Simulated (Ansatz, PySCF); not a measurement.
This PySCF input computes a CAM-B3LYP/def2-TZVPD energy:

```python
from pyscf import gto, scf, dft

mol = gto.M(
    atom='''
    Al   -0.00000000   -0.00000000   -1.15422869
    Cl    0.00000000    0.00000000    0.88264547
    ''',
    basis='def2-tzvpd',
    charge=1,
    spin=1,
    symmetry='C2v',
    verbose=4,
)

mf = dft.UKS(mol, xc='camb3lyp').density_fit(auxbasis='def2-universal-jkfit')
mf.grids.level = 3
mf.conv_tol = 1e-9
mf.max_cycle = 100
mf.max_memory = 1500
mf.kernel()
if not mf.converged:
    mf = mf.newton()
    mf.kernel(mf.make_rdm1())
mf.analyze()
```

Question: Write an input for the same energy in Ansatz (an electronic-structure program) and say what it gives.

Answer: 
Ansatz 0.2 input:
```yaml
crystal:
  periodic: [false, false, false]
  atoms:
    - {symbol: Al, position_ang: [-0.00000000, -0.00000000, -1.15422869]}
    - {symbol: Cl, position_ang: [0.00000000, 0.00000000, 0.88264547]}
basis:
  gaussian:
    orbitals: def2-TZVPD
hamiltonian:
  xc: {name: CAM-B3LYP}
total_charge: 1
magnetization: {spin_polarized: true, initial_magnetization: 1}
output: {forces: true}
```
It gives -702.38236 Eh, and PySCF -702.38238 Eh, a difference of 0.02 mEh, from the treatment of integrals and grids.
